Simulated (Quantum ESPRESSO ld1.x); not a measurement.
The cadmium ion Cd10+, configuration [Kr] 4d2.

Calculated with ld1.x of Quantum ESPRESSO 7.5: Dirac Kohn-Sham, LDA (Slater exchange, Perdew-Zunger correlation), spin-unpolarised, spherical densities, point nucleus; open shells fill j = l - 1/2 first.

Energy parts (eV):
part                   energy
total                 -151298
kinetic                158681
electron-nucleus      -359585
Hartree                 53483
exchange-correlation    -3876

Orbitals (lengths in bohr, moments of r in powers of bohr; r(90%) holds 90 % of the orbital's charge):
| orbital | occ. | eigenvalue (eV) | r(90%) | <1/r> | <r^4> | small-component weight |
|---|---|---|---|---|---|---|
| 1s1/2 | 2 | -26679.9 | 0.0546 | 50.59 | 4.078e-06 | 3.09e-02 |
| 2s1/2 | 2 | -4135.16 | 0.203 | 11.68 | 0.0007176 | 6.50e-03 |
| 2p1/2 | 2 | -3865.86 | 0.182 | 11.67 | 0.0004651 | 6.52e-03 |
| 2p3/2 | 4 | -3673.69 | 0.189 | 10.93 | 0.0005394 | 6.25e-03 |
| 3s1/2 | 2 | -931.018 | 0.527 | 4.110 | 0.03282 | 1.85e-03 |
| 3p1/2 | 2 | -823.152 | 0.525 | 4.022 | 0.03210 | 1.80e-03 |
| 3p3/2 | 4 | -788.576 | 0.541 | 3.841 | 0.03607 | 1.73e-03 |
| 3d3/2 | 4 | -597.530 | 0.523 | 3.687 | 0.03143 | 1.62e-03 |
| 3d5/2 | 6 | -590.459 | 0.528 | 3.641 | 0.03260 | 1.60e-03 |
| 4s1/2 | 2 | -288.884 | 1.19 | 1.685 | 0.8659 | 5.49e-04 |
| 4p1/2 | 2 | -251.907 | 1.25 | 1.595 | 1.045 | 5.05e-04 |
| 4p3/2 | 4 | -244.751 | 1.28 | 1.543 | 1.149 | 4.86e-04 |
| 4d3/2 | 2 | -184.204 | 1.43 | 1.363 | 1.763 | 3.96e-04 |
| 4d5/2 | 0 | -182.983 | 1.44 | 1.351 | 1.809 | 3.92e-04 |
| 5s1/2 | 0 | -130.916 | 2.29 | 0.8375 | 12.25 | 2.09e-04 |
| 4f5/2 | 0 | -118.113 | 1.76 | 1.033 | 3.912 | 2.32e-04 |
| 4f7/2 | 0 | -117.994 | 1.76 | 1.031 | 3.933 | 2.31e-04 |
| 5p1/2 | 0 | -117.235 | 2.44 | 0.7902 | 15.56 | 1.93e-04 |
| 5p3/2 | 0 | -115.025 | 2.48 | 0.7726 | 16.71 | 1.88e-04 |

The highest occupied level is 4d3/2 at -184.20 eV. The density falls to 0.001 e/bohr^3 at r = 2.17 bohr. Summed over all electrons, <r^2> = 11.57 bohr^2, which gives a Langevin (diamagnetic) susceptibility term of -9.16 x 10^-6 cm^3/mol. For comparison, the ionisation energy in NIST's Atomic Spectra Database is 195 eV (theoretical). In exact Kohn-Sham theory the highest level is minus the ionisation energy, but local and semilocal functionals leave it too shallow, through self-interaction and a potential that decays too fast; potentials with the right tail come closer.

Beside tabulated values, note that spin-unpolarised runs miss the spin-polarisation part of the exchange energy of open shells.
